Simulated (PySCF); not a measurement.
Task: Give a PBE0-D3(BJ)/def2-SVP geometry of `C#CC(=C)/C=C/F`.

Result: 
```xyz
12
C6H5F angstrom
C     -1.973    0.425   -1.410
C     -1.188    0.042   -0.569
C     -0.240   -0.391    0.419
C     -0.621   -1.231    1.404
C      1.132    0.108    0.325
C      1.560    0.936   -0.630
F      2.814    1.363   -0.673
H     -2.681    0.751   -2.150
H     -1.647   -1.596    1.472
H      0.096   -1.562    2.159
H      1.843   -0.221    1.088
H      0.939    1.326   -1.442
```

Orientation and origin are arbitrary. Atoms count from 1 in this order. The 5 C–C bonds span 1.213 Å (C1≡C2, drawn triple) to 1.463 Å (C3–C5, drawn single), a spread of 0.250 Å. Of the pairs four or more bonds apart, C2···H12 is among the closest relative to their van der Waals radii: 2.63 Å, 91 % of the sum of Bondi's values. The 7 heavy atoms lie in one plane (0.002 Å rms).

Bonds between heavy atoms (Å): C1≡C2 1.213, C2–C3 1.435, C3=C4 1.350, C3–C5 1.463, C5=C6 1.335, C6–F7 1.325.

Method used: PBE0-D3(BJ)/def2-SVP geometry optimisation, gas phase (PySCF).

Point group: Cs (tolerance 0.08 Å). Whether it is a minimum is left open (no frequencies). One conformer, not necessarily the lowest (C2–C3–C5–C6 0°).

Hardware: Arm Neoverse V1, one thread, shared host with 32 logical CPUs at a one-minute load of 18. Cost: 52 s wall, 0.50 GiB resident at most. That covers the optimisation of the geometry.
